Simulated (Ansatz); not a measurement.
Cost and result for the atomization energy of F₂H₃Si₂ (`F[Si](F)[SiH3]`) radical (7 atoms, 6 bonds).

Charge 0, multiplicity 2. The geometry is a stationary point of PBE0-D4/def2-TZVP. Program: Ansatz. All runs use 4 threads of an Intel Xeon Platinum 8488C on a shared host. Times are those of one run each, without the atoms' runs, and a repeat can differ threefold. Electronic energies, without spin–orbit coupling; frozen cores. CCSD(T)/CBS adds CCSD(T) − MP2 in def2-TZVPP to the MP2 limit, and its time is that of the two runs behind it. T1 = 0.016; ⟨S²⟩ of the reference is 0.76. B3LYP takes the VWN-RPA correlation (the form of Gaussian; ORCA's B3LYP/G). HSE06 is the plane-wave form, built on full-range PBE exchange.

CCSD(T)/CBS is a level of theory with its own doubt, some kJ/mol a heavy atom from the limit and from the frozen cores, so smaller differences don't rank the functionals.

```tsv
level	functions	wall time
revPBE-D4/def2-TZVPP	188	1.7 s
PBE-D4/def2-TZVPP (with forces)	188	1.8 s
BHLYP-D4/def2-TZVPP	188	2.6 s
HSE06-D4/def2-TZVPP	188	2.8 s
B3LYP-D4/def2-TZVPP (with forces)	188	2.8 s
CAM-B3LYP-D4/def2-TZVPP	188	2.8 s
CCSD(T)/def2-SVP	79	3.3 s
r2SCANh-D4/def2-TZVPP	188	3.4 s
B2PLYP/def2-TZVPP	188	3.4 s
ωB97M-V/def2-TZVPP (with forces)	188	7 s
MP2/def2-QZVPP	344	11 s
CCSD(T)/def2-TZVPP	188	80 s
CCSD(T)/CBS(def2)	–	91 s
```

Q: What atomization energy does each give, and how far from CCSD(T)/CBS? (An estimate is asked.)

A: Ansatz gave: 
```
                            level  atomization (kJ/mol)  difference from CCSD(T)/CBS  per bond
             revPBE-D4/def2-TZVPP                2279.6                        -51.0      -8.5
  PBE-D4/def2-TZVPP (with forces)                2334.9                          4.3       0.7
              BHLYP-D4/def2-TZVPP                2254.1                        -76.5     -12.8
              HSE06-D4/def2-TZVPP                2292.2                        -38.4      -6.4
B3LYP-D4/def2-TZVPP (with forces)                2315.0                        -15.6      -2.6
          CAM-B3LYP-D4/def2-TZVPP                2336.1                          5.5       0.9
                 CCSD(T)/def2-SVP                2112.0                       -218.6     -36.4
            r2SCANh-D4/def2-TZVPP                2317.9                        -12.7      -2.1
                B2PLYP/def2-TZVPP                2294.1                        -36.5      -6.1
 ωB97M-V/def2-TZVPP (with forces)                2318.1                        -12.5      -2.1
                   MP2/def2-QZVPP                2350.6                         20.0       3.3
               CCSD(T)/def2-TZVPP                2257.1                        -73.5     -12.2
                CCSD(T)/CBS(def2)                2330.6                          0.0       0.0
```

From BLYP to BHLYP (50 % exact exchange), in def2-TZVPP and without D4, the atomization energy moves by −50.9 kJ/mol: exact exchange takes away binding that semilocal exchange gives to molecules. At CCSD(T), def2-SVP lies −218.6 kJ/mol from the extrapolated value and def2-TZVPP −73.5 kJ/mol: correlation converges slowly with the basis, and small sets miss more of it in the bonded molecule than in its fragments. In def2-TZVPP, CCSD(T) changes the Hartree–Fock value by +503.9 kJ/mol (the triples alone add +28.9 kJ/mol) and MP2 by +551.5 kJ/mol; breaking electron pairs costs correlation energy, which Hartree–Fock lacks.
